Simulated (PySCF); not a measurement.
In(Et)(OH)2 (C2H7InO2), SMILES [OH][In]([CH2]C)[OH].

Coordinates come from a B3LYP-D3(BJ)/def2-SVP optimisation. The structure was generated by enumeration; whether it is a known compound was not checked. The def2 effective core potentials stand for the cores of In; spin–orbit coupling is left out. One conformer was computed; it need not be the lowest.

Level of theory: TDA-ωB97X/def2-SVPD (PySCF 2.14.0).

Vertical excitations. Isolated molecule, no solvent.

| state | energy (eV) | λ (nm) | f | main pairs |
|---|---|---|---|---|
| S1 | 5.91 | 210 | 0.000 | HOMO−1→LUMO 79 % |
| S2 | 6.21 | 200 | 0.001 | HOMO→LUMO+1 88 % |
| S3 | 6.31 | 196 | 0.247 | HOMO→LUMO 67 % |
| S4 | 6.40 | 194 | 0.107 | HOMO−3→LUMO 67 %, HOMO−1→LUMO+2 10 % |
| S5 | 6.53 | 190 | 0.053 | HOMO−1→LUMO+1 40 %, HOMO−2→LUMO 34 %, HOMO→LUMO 13 % |
| S6 | 6.96 | 178 | 0.000 | HOMO−2→LUMO+1 96 % |
| S7 | 7.41 | 167 | 0.153 | HOMO−3→LUMO+1 58 %, HOMO→LUMO 12 %, HOMO−4→LUMO 10 % |
| S8 | 7.49 | 166 | 0.180 | HOMO−1→LUMO+1 39 %, HOMO−2→LUMO 39 % |
| S9 | 7.83 | 158 | 0.051 | HOMO→LUMO+2 72 % |
| S10 | 7.99 | 155 | 0.135 | HOMO−4→LUMO 38 %, HOMO−3→LUMO+1 15 %, HOMO→LUMO+2 14 %, HOMO−2→LUMO+2 10 % |
| T1 | 5.05 | 246 | 0 | HOMO→LUMO 81 % |
| T2 | 5.58 | 222 | 0 | HOMO−1→LUMO 74 % |
| T3 | 5.91 | 210 | 0 | HOMO→LUMO+1 73 %, HOMO−3→LUMO 16 % |
| T4 | 5.96 | 208 | 0 | HOMO−2→LUMO 71 % |
Triplets are in the Tamm–Dancoff approximation.
